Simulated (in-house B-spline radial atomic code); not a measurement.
A run on Ga⁻ that did not converge. Method: scalar-relativistic (X2C) PBE0, spin-polarised, spherical fractional occupations, exact exchange averaged over the configuration, Fermi nucleus of rms radius 3.9973 fm; computed with a B-spline radial code for spherical atoms.

Command:
```bash
python run_scf.py task.json out
```
Settings (nuclear radius in fm, mass in u):
```
Z                31
configuration    [Ar] 3d10 4s2 4p2
hamiltonian      x2c
method           pbe0
spin_polarised   True
nucleus          fermi
rms_radius       3.9973
atomic_mass      68.92557
speed_of_light   137.035999084
exact_exchange   averaged over the configuration
```

First and last ten iterations of the last attempt (damped for 15 steps, keeping 80 % of the old Fock matrix, then DIIS):
```
 iter        energy (Eh)    residual
    1       -1943.083502    3.63e-01
    2       -1943.280104    7.32e-02
    3       -1943.601507    4.79e-02
    4       -1943.633941    3.41e-02
    5       -1943.412166    2.47e-02
    6       -1943.634218    1.91e-02
    7       -1943.641368    1.40e-02
    8       -1943.644738    1.04e-02
    9       -1943.646571    7.82e-03
   10       -1943.418246    2.33e-02
  111       -1943.421214    2.19e-02
  112       -1943.420098    2.24e-02
  113       -1943.643152    6.01e-03
  114       -1943.629866    1.22e-02
  115       -1943.418589    2.31e-02
  116       -1943.419027    2.29e-02
  117       -1943.419126    2.29e-02
  118       -1943.419190    2.28e-02
  119       -1943.418539    2.30e-02
  120       -1943.418841    2.29e-02
 not converged after 120 iterations
```

The smallest residual met was 2.3e-03; the threshold is about 3e-07. No energy from this run should be used. Time taken, with all properties: 4.4 s on 1 thread of Intel(R) Xeon(R) 6975P-C (shared host).
